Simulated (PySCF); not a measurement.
**RbH⁺ at UHF-CCSD(T)**

Computed with UHF-CCSD(T); basis Rb def2-SVP with ECP28, H def2-SVP; scalar-relativistic core potentials; PySCF 2.14.

```json
{
  "state": "²Σ⁺ (doublet), unpaired electrons σ ↑",
  "bond length": "385.0 pm",
  "harmonic wavenumber": "59.7 cm⁻¹",
  "force constant": "0.00209 mdyn/Å",
  "rotational constant Be": "1.142 cm⁻¹",
  "anharmonicity ωexe": "19.3 cm⁻¹",
  "vibration–rotation constant αe": "0.564 cm⁻¹",
  "well depth De to Rb⁺ + H": "1 kJ/mol",
  "dissociation energy D0": "1 kJ/mol"
}
```

Correlated steps freeze no core orbitals. The bond is weak. Basis-set superposition, not corrected here, can be much of De in a small basis, most of all at correlated wavefunction levels. Spin–orbit coupling is left out. For an ion De counts to the pair picked by the measured ionisation energies or electron affinities, which need not be the lowest pair at this level. The state was picked by a PBE0 search and need not be the measured ground state.
